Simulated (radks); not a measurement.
Values are calculated unless marked as measured or tabulated.
Dipole-allowed excitations along the series with 30 electrons in [Ar] 3d10 4s2. Level of theory: scalar-relativistic Kohn-Sham, LDA (Slater exchange, Perdew-Wang correlation), spin-unpolarised, spherical densities, finite nucleus; Fermi nuclear charge, rms radius of each element as measured or else 0.836 A^(1/3) + 0.57 fm (a radial shooting solver on a logarithmic mesh with Libxc functionals). Time-dependent linear response with the Hartree and adiabatic LDA kernel, continuum included through the Sternheimer equations, no spin-orbit coupling, so fine structure and intercombination lines are absent. Lines are the poles of the dipole polarisability below minus the highest occupied eigenvalue, found on a grid refined at the orbital gaps; the lowest seven at most are given, and weak or close lines can be missed. The first line takes the name of the lowest orbital gap if no other gap lies below it; otherwise a line is named after a gap within 0.6 % of it, if that gap stands alone.

\begin{tabular}{lrrrrr}
species & -e(HOMO) (eV) & lowest orbital gap (eV) & first line (eV) & f & static alpha (bohr^3) \\ \hline
I23+ & 752.95 & 4s-4p 61.103 & 71.172 (4s-4p) & 1.20 & 0.1912 \\
Xe24+ & 808.19 & 4s-4p 64.424 & 74.848 (4s-4p) & 1.19 & 0.1717 \\
Cs25+ & 865.38 & 4s-4p 67.871 & 78.649 (4s-4p) & 1.18 & 0.1547 \\
\end{tabular}
